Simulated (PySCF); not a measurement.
Species: C₃H₁₀BN.
SMILES with atom numbers: `[CH3:1][CH2:2][BH:3][NH:4][CH3:5]` (hydrogens: H6, H7, H8 on C1; H9, H10 on C2; H11 on B3; H12 on N4; H13, H14, H15 on C5)

Computed by this run: PBE0-D3(BJ)/def2-SVP geometry optimisation, gas phase (PySCF); density fitting, grid level 1; the optimiser is geomeTRIC in internal coordinates, started from a GFN2-xTB structure with every atom displaced at random (about 0.01 Å).

Step 0: E = -5431.0641 eV
```
atom  x, y, z in Å  |  force x, y, z in eV/Å
C1     -2.3093   -0.4056   -0.3048   -0.748   1.880  -0.238
C2     -1.2622    0.6984   -0.1276    0.310  -0.556   0.699
B3      0.1364    0.2547   -0.7202    0.793   0.384   2.371
N4      1.2631    0.0961    0.1377   -2.110   0.472  -0.158
C5      2.5728   -0.3186   -0.2001   -0.024   0.633   0.560
H6     -3.3011   -0.0309    0.0467    0.335  -0.396  -0.127
H7     -2.0508   -1.2805    0.2432    0.243  -1.160   0.599
H8     -2.4071   -0.6384   -1.3632   -0.119  -0.342  -0.386
H9     -1.1991    0.9567    0.9576    0.113  -0.039  -0.375
H10    -1.6050    1.6017   -0.6273   -0.158   0.453  -0.319
H11     0.2945    0.0418   -1.8473    0.167  -0.295  -1.462
H12     1.1243    0.2627    1.1379    0.010  -0.017  -0.381
H13     2.7953   -1.2535    0.2775    0.497  -1.002   0.330
H14     2.6455   -0.4259   -1.2605    0.222  -0.167  -1.083
H15     3.2976    0.4235    0.1424    0.468   0.153  -0.030
```

Step 1: E = -5431.2303 eV
```
atom  x, y, z in Å  |  force x, y, z in eV/Å
C1     -2.2618   -0.3931   -0.2913    0.149  -0.264   0.131
C2     -1.2745    0.7659   -0.1392   -0.076   0.181  -0.024
B3      0.1514    0.3709   -0.6897   -0.197  -0.370  -0.201
N4      1.1956    0.0454    0.1694    0.238   0.107   0.031
C5      2.5346   -0.3515   -0.1895    0.009  -0.095  -0.068
H6     -3.2718   -0.1314    0.0562   -0.060   0.032   0.024
H7     -1.9295   -1.2746    0.2966   -0.111   0.184  -0.170
H8     -2.3476   -0.7160   -1.3410    0.007  -0.014  -0.005
H9     -1.2266    1.0695    0.9213    0.011   0.019   0.037
H10    -1.6648    1.6434   -0.6901    0.069  -0.061   0.029
H11     0.3300    0.1919   -1.8877    0.046   0.159   0.155
H12     1.0528    0.1429    1.1697   -0.022   0.034  -0.004
H13     2.8334   -1.3016    0.2934   -0.068   0.082  -0.058
H14     2.5931   -0.4903   -1.2814   -0.003   0.012   0.133
H15     3.2808    0.4108    0.0952    0.008  -0.005  -0.008
```

Step 2: E = -5431.2425 eV
```
atom  x, y, z in Å  |  force x, y, z in eV/Å
C1     -2.2849   -0.3935   -0.3015    0.003  -0.023   0.031
C2     -1.2815    0.7512   -0.1275    0.035  -0.021   0.097
B3      0.1469    0.3396   -0.6635   -0.009  -0.087  -0.152
N4      1.2180    0.0509    0.1798   -0.010   0.136   0.054
C5      2.5510   -0.3458   -0.1968   -0.022  -0.031  -0.007
H6     -3.2975   -0.1129    0.0306    0.002   0.003  -0.009
H7     -1.9856   -1.2823    0.2792   -0.014   0.027  -0.021
H8     -2.3584   -0.7088   -1.3547    0.000   0.009  -0.005
H9     -1.2424    1.0543    0.9349   -0.012  -0.015   0.002
H10    -1.6458    1.6338   -0.6827    0.044  -0.006  -0.015
H11     0.3369    0.1944   -1.8581    0.001   0.009   0.016
H12     1.0920    0.1710    1.1800   -0.007  -0.009   0.008
H13     2.8570   -1.2820    0.3011   -0.006   0.001  -0.014
H14     2.5877   -0.5119   -1.2821    0.001   0.007   0.008
H15     3.3017    0.4243    0.0533   -0.005   0.000   0.007
```

**Question.** Estimate the geometry and energy of step 3. (The exact step hangs on the optimiser's Hessian estimate; all steps are aligned on step 2, rigid shifts and turns removed.)

**Answer.** E = -5431.2423 eV, largest force 0.274 eV/Å
```
atom  x, y, z in Å  |  force x, y, z in eV/Å
C1     -2.2904   -0.3935   -0.2994   -0.083   0.135  -0.043
C2     -1.2642    0.7309   -0.1210   -0.066  -0.096  -0.067
B3      0.1476    0.3148   -0.6941   -0.003   0.113   0.250
N4      1.2113    0.0632    0.1708    0.080   0.035  -0.135
C5      2.5469   -0.3366   -0.1891    0.010   0.011   0.062
H6     -3.2934   -0.0982    0.0512    0.018  -0.017  -0.017
H7     -2.0042   -1.2972    0.2567    0.042  -0.072   0.063
H8     -2.3842   -0.6864   -1.3576   -0.007   0.011  -0.001
H9     -1.2031    1.0189    0.9450    0.013  -0.029  -0.030
H10    -1.6178    1.6259   -0.6602   -0.028   0.048  -0.017
H11     0.3412    0.1868   -1.8868   -0.011  -0.070  -0.007
H12     1.0710    0.2002    1.1671   -0.010  -0.025  -0.029
H13     2.8473   -1.2643    0.3244    0.034  -0.041   0.012
H14     2.5918   -0.5201   -1.2694    0.007   0.001  -0.051
H15     3.2951    0.4380    0.0543    0.005  -0.004   0.011
```

The energy changes by +0.0002 eV. The first-order estimate −F·Δx gives -0.0101 eV and the mean of the old and new forces, exact on a quadratic surface, +0.0002 eV. The step makes an angle of 71° with the force vector and moves no atom by more than 0.054 Å.

The cost below is that of the whole optimisation. The run took 59 s on one thread of an Arm Neoverse V1, on a shared host, and the process peaked at 0.50 GiB of memory.
